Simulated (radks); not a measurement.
The numbers below are computed, except where a source is named.
Task: The mean radii <r> (bohr) of the occupied orbitals of an atom or ion are listed with their occupations. Code: a radial shooting solver on a logarithmic mesh with Libxc functionals. Model: scalar-relativistic Kohn-Sham, r2SCAN, spin-polarised, spherical densities, finite nucleus; meta-GGA in the generalised Kohn-Sham scheme; Fermi nuclear charge, rms radius of each element as measured or else 0.836 A^(1/3) + 0.57 fm.

| orbital | occ. | <r> |
|---|---|---|
| 1s up | 1 | 0.08106 |
| 1s down | 1 | 0.08104 |
| 2s up | 1 | 0.3858 |
| 2s down | 1 | 0.3858 |
| 2p up | 3 | 0.3493 |
| 2p down | 3 | 0.3494 |
| 3s up | 1 | 1.200 |
| 3s down | 1 | 1.211 |
| 3p up | 3 | 1.287 |
| 3p down | 1 | 1.305 |

Name the element and its charge. Open shells, if any, are filled with parallel spins first.

Result: Z = 19, potassium, charge +3: K3+ in [Ne] 3s2 3p4. The 1s radius gives Z: for a bare nucleus <r> = (2 gamma + 1)/(2Z) with gamma = sqrt(1 - (Z/c)^2), 0.07844 bohr for Z = 19, and screening makes it slightly larger (0.08106 here). The occupations add up to 16, and the charge is Z minus that.
